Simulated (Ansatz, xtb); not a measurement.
Noncovalent pair: CH4 (SMILES C) (first 5 atoms) with ClH3Si (SMILES [SiH3]Cl); geometry from B3LYP-D3(BJ)/def2-TZVP.
(charge 0, multiplicity 1):
```xyz
10

C      0.0018    -0.0905     0.2082
H      0.3848    -0.0369    -0.8099
H     -0.3341    -1.1057     0.4154
H      0.7904     0.1814     0.9080
H     -0.8348     0.5988     0.3161
Si    -0.9130    -0.0116     3.9007
Cl     1.1043     0.4224     4.0245
H     -1.5732     1.0473     3.1144
H     -1.4600    -0.0530     5.2710
H     -1.0716    -1.3221     3.2429
```

Monomers are frozen at their geometry in the pair; levels with a basis set take the counterpoise correction.

Correlated levels freeze the cores.

Codes used: Ansatz (Gaussian orbitals); xtb for the GFN methods. Values without a source in brackets are computed.

Question: One of these levels gives -1.6 kJ/mol for the interaction energy. Name it.
A. SCS-MP2/aug-cc-pV(D+d)Z
B. GFN-FF
C. B3LYP/def2-TZVPPD

Answer: A, SCS-MP2/aug-cc-pV(D+d)Z. The others give -3.7 (GFN-FF), 2.5 (B3LYP/def2-TZVPPD)

Ansatz is an electronic-structure program.
